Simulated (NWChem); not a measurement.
SiN₂H₅Cl; SMILES N[SiH](Cl)N

```xyz
9

Si     0.0221    -0.4008     0.3768
N     -1.4874    -0.9579    -0.2102
N      1.2426    -1.3682    -0.3281
Cl     0.0276     1.6273    -0.1316
H      0.2905    -0.4182     1.8414
H     -2.2905    -0.3419    -0.2355
H     -1.7484    -1.9326    -0.1175
H      1.2611    -1.5168    -1.3312
H      2.1724    -1.3942     0.0741
```
Atoms are numbered in this order, from 1.

Results from NWChem. STO-3G and 3-21G are far too small for this property and stand as cheap habits. Coordinates come from a PBE0/def2-SVP optimisation. GIAO values for the isolated, static molecule; σ is the absolute isotropic shielding, δ = σ(reference) − σ with the isolated reference molecule computed at the same levels (1H: tetramethylsilane, 15N: ammonia, 29Si: tetramethylsilane).

For level Hartree-Fock/STO-3G:

```yaml
"δ Si1 (ppm)": -4.2
"δ N2 (ppm)": -45.0
"δ N3 (ppm)": -35.9
"σ Cl4 (ppm)": 1205.2
"δ H5 (ppm)": 2.92
"δ H6 (ppm)": -1.10
"δ H7 (ppm)": -1.10
```

**Question.** What are these values for level PBE/pcSseg-1?

**Answer.** The δ Si1 (ppm) is -25.0 and the δ N2 (ppm) comes out as 34.1. The δ N3 (ppm) comes out as 45.3, the σ Cl4 (ppm) is 842.9 and the δ H5 (ppm) comes out as 5.59. The δ H6 (ppm) comes out as 0.53 and the δ H7 (ppm) is 0.58.
